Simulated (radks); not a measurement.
Question: All-electron atom: Lu2+ in [Kr] 4d10 4f14 5s1.75 5p6 6s1 5f0.25 (fractional occupations, a model configuration). Method: Dirac Kohn-Sham, RPBE, spin-unpolarised, spherical densities, finite nucleus; open shells fill j = l - 1/2 first; Fermi nuclear charge, rms radius 5.37 fm; computed with a radial shooting solver on a logarithmic mesh with Libxc functionals.

Spin-orbit splittings of the eigenvalues, e(l+1/2) - e(l-1/2), with zeta = 2 splitting/(2l+1) and mean radii in bohr:

shell  occ.  splitting (eV)  zeta (eV)  <r> j=l-1/2  <r> j=l+1/2
2p        6            1117      744.9      0.06741      0.07502
3p        6           238.4      158.9       0.2020       0.2162
3d       10           52.04      20.82       0.1898       0.1942
4p        6           54.17      36.11       0.4851       0.5177
4d       10           9.887      3.955       0.5411       0.5526
4f       14               ?          ?       0.7076       0.7217
5p        6           7.114      4.743        1.297        1.400
5d        0          0.5649     0.2259        2.071        2.126
5f     0.25        0.006807   0.001945        6.212        6.227
6p        0          0.8679     0.5786        3.595        3.818

Estimate the 4f splitting.

Answer: 1.531 eV (zeta = 0.4374 eV).
